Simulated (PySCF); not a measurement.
Input and output

HfH4 (singlet). PySCF 2.14.0, RKS CAM-B3LYP, Hf def2-SVP with ECP60, H def2-SVP; non-relativistic Hamiltonian with scalar-relativistic core potentials where named; density fitting; no spin-orbit coupling. Purpose: singlet excitations, Tamm-Dancoff CAM-B3LYP.

```python
mol = gto.M(atom='''
Hf     0.00000     0.00000     0.00000
H      1.51431     0.00000     1.06929
H     -0.00000     1.51431    -1.06929
H     -1.51431    -0.00000     1.06929
H      0.00000    -1.51431    -1.06929''',
    basis={'Hf': 'def2-SVP', 'H': 'def2-SVP'},
    ecp={'Hf': 'def2-SVP'},
    charge=0, spin=0)
mf = dft.RKS(mol, xc='CAMB3LYP')
mf.grids.atom_grid = (50, 194)
mf = mf.density_fit()  # fitting sets: Hf def2-universal-JKFIT, H def2-universal-JKFIT
mf.conv_tol = 1e-08; mf.max_cycle = 55
mf.kernel(dm0)  # dm0: converged density of the relaxed state
td = mf.TDA(); td.nstates = 8; td.kernel()
```

Run from Python with OMP_NUM_THREADS=2; the lines above give its settings. Where DIIS fails, smearing, a level shift and second-order steps follow.
It took 3.6 s on 2 threads of Arm Neoverse V1, on a shared host, from an already converged density.

Question: Where do the frontier levels lie, over both spins?

Answer: HOMO -9.84 eV, LUMO -0.99 eV. 

Question: What are the Mulliken charges and spins?

Answer: 
```csv
atom,charge (e),spin (e)
Hf1,1.212,0.000
H2,-0.303,0.000
H3,-0.303,0.000
H4,-0.303,0.000
H5,-0.303,0.000
```

Question: Which singlet excitations follow (Tamm-Dancoff, 8 states)?

Answer: 
```tsv
state	eV	oscillator strength
1	4.43	0.0000
2	4.43	0.0000
3	4.44	0.0000
4	4.72	0.0091
5	4.72	0.0091
6	4.72	0.0091
7	5.39	0.0000
8	5.40	0.0000
```

The geometry was relaxed with PBE (Hf def2-SVP with ECP60, H def2-SVP).
